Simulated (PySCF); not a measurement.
**Worked example: dipole moment from atomic charges**

SiHFBr2, SMILES F[SiH](Br)Br. Atoms are numbered in the order given.

```xyz
5

Si     0.4411    -0.7229     0.0000
F     -0.4401    -2.0783     0.0000
Br    -0.0583     0.4273    -1.8122
Br    -0.0583     0.4273     1.8122
H      1.8671    -1.0838     0.0000
```

Geometry optimised at TPSSh-D3(BJ)/def2-SVP. The structure was generated by enumeration, and PubChem lists no compound with its InChIKey, so it may never have been made.

Charges (e) from M06-2X/def2-TZVP run with PySCF:

```csv
atom,IAO,ESP fit
Si1,1.132,0.029
F2,-0.541,-0.107
Br3,-0.231,-0.011
Br4,-0.231,-0.011
H5,-0.129,0.100
```

The dipole moment of the full density is 1.17 D.

Task: What dipole moment does each set of point charges give, and which comes closer to that of the density?

Result: 
μ = Σ q r, and 1 e Å = 4.8032 D.
IAO: Σ q r = (0.523, 0.248, 0.000) e Å, |μ| = 2.78 D.
ESP fit: Σ q r = (0.248, 0.084, 0.000) e Å, |μ| = 1.26 D.
ESP fit comes closer in size. Point charges leave out the atoms' own dipoles (lone pairs, polarised bonds); fits to the potential absorb them, partitions of the density don't.
